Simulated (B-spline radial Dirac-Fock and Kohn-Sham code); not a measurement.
Photoionisation of erbium ions at Ag Kα (22162.9 eV)

Level of theory: independent-particle photoionisation in a Dirac-Hartree-Slater potential with a Latter tail, all multipoles, thresholds from Dirac-Fock ΔSCF; an atomic code on a B-spline grid. Cross sections in kb; a dash marks an empty subshell or a threshold above the photon energy.

| ion | configuration | total | 2s | 2p1/2 | 3p1/2 | 3d5/2 | 5p3/2 |
| --- | --- | --- | --- | --- | --- | --- | --- |
| Er | [Xe] 4f12 6s2 | 10.59 | 2.65 | 2.29 | 0.422 | 0.130 | 0.0172 |
| Er²⁺ | [Xe] 4f12 | 10.59 | 2.65 | 2.29 | 0.422 | 0.130 | 0.0176 |
| Er³⁺ | [Xe] 4f11 | 10.59 | 2.65 | 2.29 | 0.422 | 0.130 | 0.0194 |

Values without a named source are computed, but for edge energies of neutral atoms, which are taken from tables.
